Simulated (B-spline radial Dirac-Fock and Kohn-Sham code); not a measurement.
Relativistic shifts of the levels of Pt²⁺

System: platinum as Pt²⁺ in the configuration [Xe] 4f14 5d8.

Both columns are ΔSCF binding energies of the configuration average from a B-spline atomic structure program: non-relativistic Hartree-Fock with a point nucleus, and Dirac-Fock with a finite nucleus and the Coulomb interaction alone, averaged over the two j levels with weights 2j+1.

```
shell  Hartree-Fock (eV)  Dirac-Fock (eV)  shift (eV)  shift (%)
   1s            71672.1          78838.1    +7165.96     +10.00
   2s            12052.7          13971.2    +1918.49     +15.92
   2p            11559.2          12203.8     +644.67      +5.58
   3s             2866.9           3346.0     +479.04     +16.71
   3p             2635.2           2816.4     +181.16      +6.87
   4s              644.3            764.7     +120.42     +18.69
   4p              544.0            587.1      +43.14      +7.93
   4f              114.6            101.5      -13.10     -11.44
   5s              115.9            137.6      +21.71     +18.74
   5p              82.54            88.59       +6.06      +7.34
   5d              31.62            30.44       -1.17      -3.71
```

Relativity binds 1s, 2s, 2p, 3s, 3p, 4s, 4p, 5s, 5p more strongly, among those listed most of all 5s in relative terms, and 4f, 5d more weakly, because the contracted s and p shells screen the nucleus better.

Values without a named source are computed, but for edge energies of neutral atoms, which are taken from tables.
